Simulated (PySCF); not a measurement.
Structure problem from calculated spectra and properties.

Formula: C8H9NS.

- NMR, other nuclei: isotropic shieldings of nuclei other than C and H, by class: 112 (1 N), 351 (1 S) ppm [GIAO PBE/pcSseg-1]
- Polarisability: 117.4 au [wB97X-D/def2-SVPD]
- Triplet: lowest triplet excitation (Tamm–Dancoff): 3.55 eV [TDA wB97X-D/def2-SVPD]
- Dipole: 2.96 D [wB97X-D/def2-SVPD]
- Rotational structure: rotational constants A, B, C: 1.629, 1.140, 0.706 GHz [PBE0-D3(BJ)/def2-SVP]
- Valence photoelectron: vertical ionisation energy: 7.52 eV [ΔSCF wB97X-D/def2-SVPD]
- 13C NMR: chemical shifts (computed TMS as zero) by class: 136.6 (1 C), 129.5 (1 C), 127.6 (1 C), 122.9 (1 C), 120.3 (1 C), 104.5 (1 C), 27.1 (1 C), 17.8 (1 C) ppm [GIAO PBE/pcSseg-1]
- UV, first state: lowest singlet excitation: 5.23 eV (237 nm, f = 0.263) [TDDFT wB97X-D/def2-SVPD]
- 1H NMR: chemical shifts (computed TMS as zero) by class: 7.28 (1 H), 6.69 (1 H), 6.46 (1 H), 6.37 (1 H), 2.72 (2 H), 1.20 (3 H) ppm [GIAO PBE/pcSseg-1]

Electronic properties: PySCF, gas phase, density fitting. Levels stand in brackets. Isolated species at its PBE0-D3(BJ)/def2-SVP geometry (one conformer only). NMR classes are plain means over equivalent atoms (diastereotopic ones count apart unless rotation or inversion swaps them), as if these changed places fast.

Question: What is the compound? Reason from the data.

Answer: Numbering: `[CH3:1][CH2:2][c:3]1[cH:4][s:5][c:6]2[cH:7][cH:8][nH:9][c:10]12`. Its formula, C8H9NS, gives 5 degrees of unsaturation: 2 rings and 3 π bonds in the structure found (Kekulé form). 8 carbons fall into 8 classes; from least to most shielded: ring-fusion aromatic carbon [C10] (136.6 ppm), ring-fusion aromatic carbon [C6] (129.5 ppm), substituted aromatic carbon [C3] (127.6 ppm), aromatic CH next to a ring sulfur [C4] (122.9 ppm), aromatic CH next to a ring nitrogen [C8] (120.3 ppm), aromatic CH carbon [C7] (104.5 ppm), benzylic-type carbon [C2] (27.1 ppm), methyl carbon [C1] (17.8 ppm). Hydrogen classes from least to most shielded: 1 H on a pyrrole-type nitrogen, N9 (7.28 ppm), 1 H on an aromatic CH next to a ring nitrogen, C8 (6.69 ppm), 1 H on an aromatic CH next to a ring sulfur, C4 (6.46 ppm), 1 H on an aromatic CH carbon, C7 (6.37 ppm), 2 H on a benzylic-type carbon, C2 (2.72 ppm), 3 H on a methyl carbon, C1 (1.20 ppm). The other shieldings belong to: 112 ppm, pyrrole-type nitrogen [N9]; 351 ppm, thiophene-type sulfur [S5]. The first electron is taken from the HOMO, whose largest Löwdin shares are 0.19 on the aromatic CH next to a ring sulfur, 0.18 on the aromatic CH next to a ring nitrogen, 0.13 on the aromatic CH carbon and 0.12 on the substituted aromatic carbon. The optimised geometry has point group C1 and is an asymmetric top. Structure: `CCc1c2[nH]ccc2sc1`. Computed isomers that give other values at the same levels: `CC(=S)c1ccc(N)cc1` (rotational constant A: 2.937 GHz; this holds for the one conformer computed). The assignments are read from this structure; whether some other isomer fits the data as well wasn't checked.

Conformer computed: `[CH3:1][CH2:2][c:3]1[cH:4][s:5][c:6]2[cH:7][cH:8][nH:9][c:10]12`: C1–C2–C3–C4 109°.
